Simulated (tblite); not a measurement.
Record of a relaxation.

Compound: C3H4BF3S.
Numbering: `[CH3:1][S:2]/[CH:3]=[C:4](\[F:5])[B:6]([F:7])[F:8]` (hydrogens: H9, H10, H11 on C1; H12 on C3)

Computed with GFN2-xTB (tblite), gas phase: L-BFGS steps from a force-field or distance-geometry start until the largest atomic force falls under 0.01 eV/Å. 14 of its 92 geometries are shown.

Step 0: E = -738.6534 eV, largest atomic force 4.268 eV/Å
```
atom  x, y, z in Å  |  force x, y, z in eV/Å
C1     -2.285    0.102    0.446   -1.013   0.859   0.296
S2     -1.419   -0.891   -0.811    0.054  -1.113   0.026
C3      0.357   -0.909   -0.522   -2.182   0.436  -0.004
C4      0.964    0.274   -0.494    2.293  -0.077   0.010
F5      0.323    1.453   -0.635    0.016  -0.458  -0.042
B6      2.518    0.248   -0.243    1.458   1.194   3.829
F7      3.141    1.520    0.149   -1.035  -3.314  -1.254
F8      3.086   -0.912    0.454   -1.104   2.839  -2.132
H9     -1.591    0.622    1.120   -0.261  -0.469  -0.207
H10    -3.051   -0.526    0.990    1.239   0.403  -0.494
H11    -2.889    0.882   -0.081    0.628  -0.541   0.217
H12     0.846   -1.863   -0.400   -0.093   0.242  -0.243
```

Step 7: E = -739.9586 eV, largest atomic force 0.457 eV/Å
```
atom  x, y, z in Å  |  force x, y, z in eV/Å
C1     -2.281    0.129    0.413   -0.020  -0.034   0.038
S2     -1.467   -1.027   -0.758   -0.073  -0.156   0.036
C3      0.245   -0.870   -0.512    0.145   0.014   0.017
C4      0.985    0.252   -0.451   -0.033   0.279   0.360
F5      0.358    1.446   -0.645   -0.085   0.062   0.082
B6      2.468    0.315    0.007   -0.046  -0.234  -0.289
F7      3.191    1.405    0.082   -0.036   0.135   0.033
F8      3.109   -0.795    0.328   -0.006  -0.050   0.028
H9     -1.579    0.582    1.104    0.156  -0.020  -0.190
H10    -2.954   -0.519    0.970   -0.075   0.101   0.004
H11    -2.851    0.890   -0.113    0.165  -0.066  -0.066
H12     0.777   -1.808   -0.451   -0.093  -0.032  -0.054
```

Step 14: E = -740.0337 eV, largest atomic force 0.386 eV/Å
```
atom  x, y, z in Å  |  force x, y, z in eV/Å
C1     -2.254    0.104    0.387   -0.037   0.138   0.016
S2     -1.463   -1.124   -0.697   -0.262  -0.108  -0.032
C3      0.224   -0.846   -0.484    0.001  -0.232  -0.016
C4      0.942    0.283   -0.347   -0.082   0.067  -0.174
F5      0.317    1.477   -0.534   -0.146   0.174   0.219
B6      2.443    0.309   -0.013    0.069  -0.048   0.093
F7      3.166    1.399    0.062    0.070   0.199  -0.025
F8      3.099   -0.800    0.282   -0.017  -0.125  -0.060
H9     -1.484    0.549    1.005   -0.073   0.003   0.097
H10    -2.977   -0.448    0.989    0.132   0.126  -0.059
H11    -2.759    0.873   -0.188    0.014   0.002  -0.086
H12     0.749   -1.779   -0.488    0.331  -0.196   0.026
```

Step 21: E = -740.1006 eV, largest atomic force 0.215 eV/Å
```
atom  x, y, z in Å  |  force x, y, z in eV/Å
C1     -2.221    0.123    0.349    0.011  -0.031   0.035
S2     -1.465   -1.225   -0.624    0.116   0.109   0.145
C3      0.228   -0.883   -0.485   -0.086  -0.026   0.103
C4      0.888    0.281   -0.304    0.028  -0.058  -0.028
F5      0.229    1.476   -0.323   -0.070  -0.079  -0.018
B6      2.405    0.314   -0.037    0.131   0.050   0.122
F7      3.133    1.407    0.042   -0.045  -0.018  -0.024
F8      3.063   -0.809    0.202    0.026  -0.005  -0.100
H9     -1.450    0.551    0.977   -0.057   0.099  -0.014
H10    -2.974   -0.331    0.987   -0.072  -0.043  -0.113
H11    -2.672    0.872   -0.296    0.101  -0.044   0.003
H12     0.839   -1.775   -0.514   -0.083   0.047  -0.112
```

Step 28: E = -740.1315 eV, largest atomic force 0.151 eV/Å
```
atom  x, y, z in Å  |  force x, y, z in eV/Å
C1     -2.213    0.144    0.353   -0.050  -0.049  -0.050
S2     -1.440   -1.252   -0.528    0.101  -0.010   0.065
C3      0.245   -0.908   -0.453   -0.079  -0.012  -0.038
C4      0.888    0.266   -0.268   -0.002  -0.086  -0.013
F5      0.171    1.429   -0.247    0.147   0.030   0.020
B6      2.407    0.320   -0.037    0.059   0.065  -0.046
F7      3.120    1.425    0.043   -0.008  -0.091   0.033
F8      3.083   -0.811    0.114    0.040   0.119  -0.055
H9     -1.495    0.616    1.012   -0.074  -0.112   0.038
H10    -3.018   -0.304    0.925   -0.081   0.086   0.022
H11    -2.601    0.865   -0.357   -0.010   0.021  -0.026
H12     0.855   -1.790   -0.584   -0.044   0.039   0.050
```

Step 35: E = -740.1793 eV, largest atomic force 0.218 eV/Å
```
atom  x, y, z in Å  |  force x, y, z in eV/Å
C1     -2.263    0.148    0.334    0.014   0.094   0.090
S2     -1.419   -1.341   -0.282   -0.039  -0.067  -0.088
C3      0.251   -0.937   -0.399   -0.006   0.055   0.011
C4      0.917    0.225   -0.222   -0.023   0.087  -0.043
F5      0.210    1.387   -0.066    0.032   0.009   0.081
B6      2.450    0.335   -0.100   -0.048  -0.049  -0.070
F7      3.106    1.460    0.083   -0.041  -0.026  -0.005
F8      3.200   -0.755   -0.118    0.048  -0.021  -0.053
H9     -1.645    0.610    1.093    0.034   0.075   0.020
H10    -3.197   -0.163    0.795    0.024  -0.129  -0.174
H11    -2.452    0.835   -0.486    0.034  -0.035   0.057
H12     0.844   -1.803   -0.657   -0.031   0.007   0.175
```

Step 42: E = -740.2030 eV, largest atomic force 0.155 eV/Å
```
atom  x, y, z in Å  |  force x, y, z in eV/Å
C1     -2.269    0.151    0.330   -0.037   0.111   0.031
S2     -1.417   -1.357   -0.218   -0.092  -0.004  -0.054
C3      0.238   -0.934   -0.372    0.130   0.006   0.085
C4      0.917    0.222   -0.214    0.050   0.065   0.105
F5      0.241    1.391    0.021   -0.016  -0.077  -0.035
B6      2.455    0.324   -0.142   -0.016  -0.010  -0.036
F7      3.088    1.452    0.087    0.027   0.114   0.000
F8      3.248   -0.731   -0.238   -0.098  -0.085  -0.073
H9     -1.709    0.620    1.136   -0.095  -0.080  -0.073
H10    -3.246   -0.170    0.688    0.099   0.033  -0.060
H11    -2.380    0.838   -0.508    0.025  -0.057   0.091
H12     0.833   -1.806   -0.597    0.023  -0.017   0.018
```

Step 49: E = -740.2299 eV, largest atomic force 0.118 eV/Å
```
atom  x, y, z in Å  |  force x, y, z in eV/Å
C1     -2.273    0.161    0.294    0.015   0.026   0.025
S2     -1.402   -1.387   -0.099   -0.039   0.081  -0.007
C3      0.252   -0.956   -0.257    0.095  -0.041  -0.005
C4      0.926    0.203   -0.107   -0.024   0.026   0.030
F5      0.255    1.351    0.209   -0.095   0.051   0.014
B6      2.455    0.338   -0.206   -0.011  -0.081   0.014
F7      3.085    1.459    0.068    0.108   0.021  -0.044
F8      3.226   -0.687   -0.533   -0.019   0.043   0.002
H9     -1.858    0.614    1.188    0.023  -0.046  -0.033
H10    -3.304   -0.124    0.473   -0.077  -0.006  -0.026
H11    -2.210    0.845   -0.547    0.011  -0.035   0.032
H12     0.850   -1.818   -0.510    0.012  -0.037  -0.001
```

Step 56: E = -740.2358 eV, largest atomic force 0.041 eV/Å
```
atom  x, y, z in Å  |  force x, y, z in eV/Å
C1     -2.276    0.162    0.285    0.027  -0.016  -0.012
S2     -1.398   -1.386   -0.090   -0.005  -0.016  -0.009
C3      0.261   -0.959   -0.226    0.014   0.002   0.016
C4      0.924    0.205   -0.067    0.004   0.010   0.005
F5      0.239    1.343    0.259   -0.011   0.024   0.009
B6      2.451    0.345   -0.212   -0.007  -0.015  -0.016
F7      3.112    1.454    0.039    0.018   0.027  -0.015
F8      3.198   -0.674   -0.604    0.001  -0.038   0.016
H9     -1.883    0.597    1.197   -0.026  -0.003   0.008
H10    -3.318   -0.111    0.414   -0.025  -0.018   0.011
H11    -2.170    0.847   -0.548    0.009   0.034  -0.001
H12     0.860   -1.823   -0.472    0.002   0.008  -0.013
```

Step 63: E = -740.2384 eV, largest atomic force 0.062 eV/Å
```
atom  x, y, z in Å  |  force x, y, z in eV/Å
C1     -2.285    0.154    0.286    0.015   0.009   0.059
S2     -1.393   -1.375   -0.130    0.005   0.007   0.004
C3      0.268   -0.943   -0.228   -0.037  -0.011  -0.023
C4      0.927    0.225   -0.071   -0.014  -0.027   0.013
F5      0.235    1.364    0.234    0.020   0.006  -0.005
B6      2.457    0.342   -0.208    0.003   0.012   0.006
F7      3.137    1.448   -0.001    0.000   0.009  -0.014
F8      3.188   -0.708   -0.550   -0.003  -0.010   0.011
H9     -1.887    0.568    1.206   -0.023  -0.012   0.000
H10    -3.323   -0.137    0.425    0.034   0.017  -0.036
H11    -2.192    0.870   -0.524   -0.015  -0.020  -0.009
H12     0.869   -1.808   -0.465    0.015   0.021  -0.006
```

Step 70: E = -740.2396 eV, largest atomic force 0.044 eV/Å
```
atom  x, y, z in Å  |  force x, y, z in eV/Å
C1     -2.287    0.152    0.289   -0.022   0.000   0.001
S2     -1.391   -1.374   -0.123    0.020  -0.009   0.002
C3      0.268   -0.938   -0.223    0.003  -0.001  -0.003
C4      0.930    0.227   -0.060   -0.025   0.017  -0.023
F5      0.243    1.371    0.243    0.018  -0.039   0.008
B6      2.459    0.339   -0.212   -0.013   0.027   0.005
F7      3.144    1.448   -0.030    0.000  -0.001  -0.007
F8      3.184   -0.717   -0.547    0.003  -0.008   0.012
H9     -1.919    0.556    1.225    0.015   0.006   0.001
H10    -3.328   -0.139    0.392    0.000   0.008  -0.013
H11    -2.176    0.872   -0.514    0.010   0.002   0.014
H12     0.874   -1.798   -0.466   -0.009  -0.001   0.003
```

Step 77: E = -740.2402 eV, largest atomic force 0.013 eV/Å
```
atom  x, y, z in Å  |  force x, y, z in eV/Å
C1     -2.285    0.151    0.290   -0.003   0.001  -0.006
S2     -1.389   -1.379   -0.111    0.006  -0.003  -0.004
C3      0.268   -0.938   -0.225    0.001  -0.001   0.006
C4      0.927    0.228   -0.061    0.004   0.000  -0.002
F5      0.242    1.366    0.262   -0.004  -0.001  -0.002
B6      2.456    0.343   -0.216    0.004  -0.005   0.003
F7      3.143    1.452   -0.048   -0.012  -0.001  -0.005
F8      3.179   -0.720   -0.535    0.004   0.007   0.001
H9     -1.927    0.554    1.231   -0.002  -0.005  -0.001
H10    -3.329   -0.134    0.375    0.008   0.008   0.000
H11    -2.155    0.871   -0.511    0.000   0.004   0.009
H12     0.874   -1.795   -0.477   -0.006  -0.003   0.001
```

Step 84: E = -740.2404 eV, largest atomic force 0.015 eV/Å
```
atom  x, y, z in Å  |  force x, y, z in eV/Å
C1     -2.285    0.152    0.290   -0.005   0.003  -0.006
S2     -1.389   -1.379   -0.107   -0.008   0.001  -0.007
C3      0.269   -0.941   -0.221   -0.005   0.000  -0.003
C4      0.929    0.226   -0.059    0.007  -0.009   0.009
F5      0.243    1.362    0.266   -0.002  -0.001  -0.006
B6      2.456    0.343   -0.219    0.000   0.002  -0.003
F7      3.139    1.456   -0.058   -0.005   0.003  -0.001
F8      3.183   -0.717   -0.538    0.000   0.001   0.002
H9     -1.940    0.547    1.239    0.006   0.000   0.008
H10    -3.331   -0.130    0.358   -0.007  -0.004   0.006
H11    -2.145    0.879   -0.503    0.015  -0.002  -0.002
H12     0.872   -1.800   -0.474    0.003   0.005   0.003
```

Step 91: E = -740.2406 eV, largest atomic force 0.008 eV/Å
```
atom  x, y, z in Å  |  force x, y, z in eV/Å
C1     -2.283    0.153    0.291    0.007  -0.002   0.000
S2     -1.393   -1.378   -0.119   -0.001   0.003   0.001
C3      0.267   -0.944   -0.223    0.004   0.001   0.001
C4      0.928    0.222   -0.060    0.000   0.002   0.001
F5      0.241    1.360    0.258   -0.003   0.007  -0.001
B6      2.455    0.343   -0.217   -0.006   0.001  -0.002
F7      3.130    1.463   -0.070    0.000   0.001   0.002
F8      3.189   -0.716   -0.523    0.002  -0.003   0.000
H9     -1.936    0.538    1.244    0.003  -0.003   0.006
H10    -3.330   -0.124    0.357   -0.003   0.002  -0.003
H11    -2.136    0.886   -0.494   -0.002  -0.001  -0.004
H12     0.871   -1.803   -0.471   -0.002  -0.006  -0.002
```

Problem. Summarise the path.

Solution. The energy falls by 153.14 kJ/mol from step 0 to step 91; nine tenths of that is first reached at step 19. It falls at every step. The largest force goes from 4.268 to 0.008 eV/Å. Among the bonds B6–F7 changes most, from 1.470 to 1.316 Å; the atoms move by 0.608 Å rms after alignment.

Problem. Follow the three bonds and two angles with the largest change from start to end.

Solution. 
```csv
step,E above end (kJ/mol),largest force (eV/Å),B6–F7 (Å),B6–F8 (Å),S2–C3 (Å),S2–C3–C4 (°),C4–C3–H12 (°)
0,153.14,4.268,1.470,1.467,1.799,116.4,125.3
4,39.56,0.686,1.315,1.321,1.757,124.5,118.4
8,26.14,0.379,1.311,1.321,1.738,128.8,117.2
12,22.35,0.298,1.317,1.323,1.739,130.5,119.1
16,17.10,0.282,1.311,1.322,1.721,132.9,116.3
20,14.11,0.310,1.318,1.325,1.738,131.3,116.2
24,12.08,0.204,1.310,1.322,1.713,131.3,115.7
28,10.53,0.151,1.317,1.326,1.722,130.2,117.3
32,8.03,0.255,1.313,1.322,1.718,131.0,117.7
36,5.56,0.169,1.317,1.324,1.724,132.1,116.8
40,4.23,0.151,1.316,1.325,1.721,133.3,116.1
44,2.68,0.174,1.315,1.322,1.714,132.6,116.5
47,1.79,0.168,1.316,1.323,1.719,132.5,116.5
51,0.66,0.078,1.316,1.324,1.718,132.9,116.2
55,0.49,0.048,1.315,1.323,1.719,132.7,116.4
59,0.34,0.044,1.316,1.324,1.718,132.9,116.7
63,0.21,0.062,1.315,1.324,1.719,133.1,116.5
67,0.14,0.033,1.316,1.324,1.718,133.2,116.0
71,0.08,0.039,1.315,1.324,1.718,133.4,116.1
75,0.04,0.015,1.315,1.324,1.718,133.3,116.1
79,0.03,0.012,1.316,1.324,1.718,133.3,116.1
83,0.02,0.014,1.315,1.324,1.718,133.2,116.2
87,0.01,0.017,1.316,1.324,1.719,133.1,116.3
91,0.00,0.008,1.316,1.324,1.718,133.1,116.2
```

The cost below is that of the whole relaxation. On Intel Xeon 6975P-C, one thread, no GPU, shared host, this took 0.43 s.
